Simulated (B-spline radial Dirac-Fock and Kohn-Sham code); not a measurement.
2s emission of Sm³⁺

System: the Sm³⁺ ion, configuration [Xe] 4f5.

Method: independent-particle rates on relativistic LDA orbitals of the hole state (multipoles up to L = 3, Coulomb Auger matrix elements, transition energies from Dirac-Fock). Computed with an atomic code on a B-spline grid.

```csv
line,multipole,energy (eV),width (meV),share (%)
L1-L2,E1,429.9,0.131,0.0382
L1-L3,E1,1025.6,3.95,1.15
Lβ4 (L1-M2),E1,6196.2,106,30.7
Lβ3 (L1-M3),E1,6319.0,154,45.0
L1-M4,E2,6634.6,2.15,0.627
L1-M5,E2,6660.5,3.22,0.937
Lγ2 (L1-N2),E1,7457.3,25.0,7.27
Lγ3 (L1-N3),E1,7484.2,38.0,11.1
L1-N4,E2,7604.6,0.286,0.0833
L1-N5,E2,7609.4,0.440,0.128
L1-O2,E1,7722.6,4.06,1.18
Lγ4 (L1-O3),E1,7726.6,6.16,1.79
```

The listed lines hold 100.0 % of the radiative rate. The radiative width is 0.343 eV in the length form and 0.344 eV in the velocity form; the two differ because the transition energies are not eigenvalue differences of the potential that gave the orbitals.
